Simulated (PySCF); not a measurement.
**SnBr, PBE0: how much the basis matters**

PySCF, UKS reference; doublet, unpaired electrons π ↑; De to Sn + Br without counterpoise correction.

| basis | relativity | functions | Re (Å) | ωe (cm⁻¹) | De (eV) | μ (D) |
| --- | --- | --- | --- | --- | --- | --- |
| cc-pVDZ-PP | scalar-relativistic core potentials | 46 | 2.540 | 242 | 3.44 | -2.72 |
| def2-SVP | scalar-relativistic core potentials | 58 | 2.539 | 246 | 3.49 | -2.61 |
| cc-pVTZ-PP | scalar-relativistic core potentials | 78 | 2.520 | 245 | 3.52 | -2.44 |
| def2-TZVPP | scalar-relativistic core potentials | 98 | 2.518 | 244 | 3.56 | -2.53 |
| def2-TZVPPD | scalar-relativistic core potentials | 113 | 2.519 | 243 | 3.57 | -2.52 |

**Question.** How does each smaller set differ from the one with most functions, def2-TZVPPD?

**Answer.** cc-pVDZ-PP: +2.1 pm, -0.4 % in ωe, -0.13 eV in De; def2-SVP: +2.0 pm, +1.2 % in ωe, -0.08 eV in De; cc-pVTZ-PP: +0.1 pm, +0.8 % in ωe, -0.05 eV in De; def2-TZVPP: -0.1 pm, +0.4 % in ωe, -0.01 eV in De. All at PBE0; the set with most functions is neither the basis-set limit nor always the best.

A positive dipole means Sn(−)Br(+). Spin–orbit coupling is left out, which matters for elements this heavy, above all for dissociation energies. The state was picked by a PBE0 search and need not be the measured ground state.
